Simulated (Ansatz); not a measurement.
The same path of FH$_{6}$NOSi$_{2}$ (11 atoms, charge 0, multiplicity 1) was run 3 times with different band settings. Lost on the way: Si2–H8, O3–H9. Made: N1–H9, O3–H8.

Method: Ansatz 0.2.0, RKS LDA/def2-SVP.

Relaxed end points:

```xyz
11
Properties=species:S:1:pos:R:3
N -1.513 1.041 -0.584
Si -0.223 -0.065 -0.812
O 1.264 0.532 -1.281
Si 0.480 -0.929 1.244
F 2.048 -0.394 1.190
H -2.094 1.334 -1.376
H -1.472 1.764 0.141
H -0.719 -1.033 -1.846
H 1.919 0.440 -0.552
H 0.519 -2.425 1.420
H -0.143 -0.322 2.477
```

```xyz
11
Properties=species:S:1:pos:R:3
N -0.439 1.282 -0.539
Si -1.011 -0.655 -0.671
O 0.353 -0.913 -1.710
Si 0.238 -0.884 1.396
F 0.695 0.694 1.772
H -1.142 1.994 -0.786
H 0.006 1.480 0.390
H 0.055 -1.285 -2.559
H 0.304 1.245 -1.265
H 1.529 -1.677 1.372
H -0.524 -1.337 2.620
```

Common settings: climbing image yes; spring 5.0 eV/Å²; optimiser quadratic models (default); force threshold 0.03 eV/Å; iteration limit 60; end points relaxed.

| run | movable images | start path |
| --- | --- | --- |
| 1 | 7 | through a guess of the saddle point |
| 2 | 3 | through a guess of the saddle point |
| 3 | 7 | straight line |

What does each run give, and how far can it be trusted?

Run 1: converged after 45 iterations, highest image 2.601 eV above the first end. The profile has 2 maxima (images 2, 5) with wells between them (image 3): this band takes more than one step, which may be the mechanism or a detour left from its start path. Neighbouring images differ by up to 2.5 eV, so the band resolves the path poorly. A vibrational analysis at the climbing image gives one clearly imaginary mode, 1198i cm⁻¹: a first-order saddle point.
Run 2: converged after 48 iterations, highest image 1.912 eV above the first end. Neighbouring images differ by up to 1.5 eV, so the band resolves the path poorly. The order of the stationary point at the top wasn't checked. So few images can step over the top or miss a turn of the path.
Run 3: converged after 38 iterations, highest image 2.601 eV above the first end. The profile has 3 maxima (images 2, 4, 6) with wells between them (images 3, 5): this band takes more than one step, which may be the mechanism or a detour left from its start path. Neighbouring images differ by up to 2.5 eV, so the band resolves the path poorly. Another band between the same ends (7 images) ends at a top of the same energy, where a vibrational analysis finds 1 clearly imaginary mode.
The orbitals stay closed-shell, which can raise the energy where a bond breaks towards radicals; this wasn't checked here.
